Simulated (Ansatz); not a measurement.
Basis-set extrapolation for CH$_{4}$AlClO$_{2}$ (`O[CH2][Al]([OH])[Cl]`) (PBE0-D4/def2-TZVP geometry, frozen core, Ansatz 0.2.0). Multiplicity 1, RHF reference.

```json
{"": "HF", "def2-TZVPP": "-891.569674", "def2-QZVPP": "-891.598702"}
{"": "MP2 correlation", "def2-TZVPP": "-0.915738", "def2-QZVPP": "-0.992846"}
{"": "CCSD(T) correlation", "def2-TZVPP": "-0.985257", "def2-QZVPP": "not run"}
```

Energies in hartree. Use E(X) = E(∞) + A·exp(−7.88·√X) for Hartree–Fock and E(X) = E(∞) + B·X^(−2.97) for correlation, with X = 3 and 4, and add CCSD(T) minus MP2 of the smaller set to the MP2 limit.

Question: What is the CCSD(T) energy at the basis-set limit?

Answer: HF limit: -891.598702 + (-0.029028) × 0.13774 = -891.60270. MP2 limit: -0.992846 + (-0.077108) × 0.74074 = -1.04996. Higher-order term: -0.985257 − (-0.915738) = -0.06952. Total: -892.72218 hartree, 105.0 kcal/mol below CCSD(T)/def2-TZVPP.
